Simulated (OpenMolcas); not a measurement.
## Levels of Sm⁺ by method

| Property | Result |
| --- | --- |
| Program | OpenMolcas 26.06 |
| Basis | ANO-RCC-VTZP [8s7p5d3f2g1h] |
| Scalar Hamiltonian | DKH2, point nucleus |
| Active space | 7 electrons in 8 orbitals (4f 6s) |
| State averaging | 2S+1 = 8 even, 7 roots; 2S+1 = 6 even, 69 roots kept (CI in the orbitals of an earlier block); 2S+1 = 4 even, 42 roots kept (CI in the orbitals of an earlier block) |
| Spin-orbit coupling | state interaction with AMFI integrals over the reference wave functions, term energies averaged over their components |

Methods on the same reference wave functions:
A. CASSCF
B. SS-CASPT2, IPEA 0.25 Eh, imaginary shift 0.1 Eh (closed shells correlated: 5s 5p)
C. MS-CASPT2, IPEA 0.25 Eh, imaginary shift 0.1 Eh (closed shells correlated: 5s 5p)

Energies in cm-1 above 4f6 6s 8F 1/2, the measured ground level; measured values from NIST Handbook of Basic Atomic Spectroscopic Data.

| Level | A | B | C | Measured |
| --- | --- | --- | --- | --- |
| 4f6 6s 8F 1/2 | 0.0 | 0.0 | 0.0 | 0.0 |
| 4f6 6s 8F 3/2 | 314 | 322 | 322 | 327 |
| 4f6 6s 8F 5/2 | 818 | 850 | 850 | 838 |
| 4f6 6s 8F 7/2 | 1478 | 1537 | 1537 | 1489 |
| 4f6 6s 8F 9/2 | 2255 | 2330 | 2330 | 2238 |
| 4f6 6s 6F 1/2(1) | 2276 | 1200 | 1200 | 1518 |
| 4f6 6s 6F 3/2(1) | 2772 | 1741 | 1741 | 2003 |
| 4f6 6s 8F 11/2 | 3122 | 3200 | 3200 | 3053 |
| 4f6 6s 6F 5/2(1) | 3513 | 2520 | 2520 | 2689 |
| 4f6 6s 8F 13/2 | 4079 | 4150 | 4150 | 3910 |
| 4f6 6s 6F 7/2(1) | 4406 | 3440 | 3440 | 3499 |
| 4f6 6s 6F 9/2(1) | 5352 | 4380 | 4380 | 4386 |
| 4f6 6s 6F 11/2(1) | 6258 | 5250 | 5250 | 5318 |
| 4f6 6s 6D 1/2 | 20646 | 17530 | 17530 |  |
| 4f6 6s 6D 3/2 | 21387 | 18210 | 18210 |  |
| 4f6 6s 4D 1/2 | 22530 | 18690 | 18690 |  |
| 4f6 6s 6D 5/2 | 22790 | 19580 | 19580 |  |
| 4f6 6s 4D 3/2 | 23996 | 20140 | 20140 |  |
| 4f6 6s 6D 7/2 | 24963 | 21740 | 21740 |  |
| 4f6 6s 4D 5/2 | 26371 | 22470 | 22470 |  |
| 4f6 6s 6L 11/2 | 26640 | 26520 | 26520 |  |
| 4f6 6s 6L 13/2 | 26978 | 26820 | 26820 |  |
| 4f6 6s 6L 15/2 | 27391 | 27230 | 27230 |  |
| 4f6 6s 6L 17/2 | 27877 | 27730 | 27730 |  |

Deviations, from unrounded energies. A percentage is the sum of absolute deviations over the sum of measured energies, with the sign that they share, or ± where signs differ.

```tsv
Against measurement	Levels	A	B	C
mean absolute deviation (cm-1)	12	460	120	120
fine structure of the ground term (%)	6	±2.5	±4.6	±4.6
other terms of the ground configuration (%)	6	+26.6	-4.6	-4.6
```

B, C lie about equally close to measurement and A furthest from it. The largest miss of C in the table is 4f6 6s 6F 1/2(1), by -320 cm-1. The ranking rests on the paired levels alone, and a cruder setting can come out closer through cancelling errors.

Between B and C no level of the table moves by more than 5 cm-1.

The two smallest mean deviations differ by little beside CASPT2's spread within terms, so their order carries little weight.

From A to B the spin-free energies of the other terms of 4f6 6s shown, above 8F, scale by factors of 0.51 to 0.99.

The lowest spin-free term lies below A's lowest term by 0.524 hartree in B, 0.524 hartree in C.

CASPT2 breaks the degeneracy within a term, and the mean is taken; among the terms shown or strongly mixed into the levels shown the widest spread is 730 cm-1 (4f6 6s 6L, C). High states are left out of the spin-orbit mixing, which shifts the levels that they would mix with. Terms from blocks run as CI alone lack orbitals of their own. Without dynamic correlation excited terms often stand tens of per cent too high (terms of higher spin than the ground term too low), and those without a measured partner can miss by more than the paired ones (holds for A). Computed and measured levels are paired by configuration, term and J; levels that our copy of the source lacks, or whose pairing is in doubt (as where it misses far off the trend of its configuration), stay unpaired and out of the deviations. Levels of configurations outside the active space are missing. Levels that lie high or do not pair safely by name in every column are left out.

A number in round brackets counts repeated terms of one configuration in the order of the reference energies.
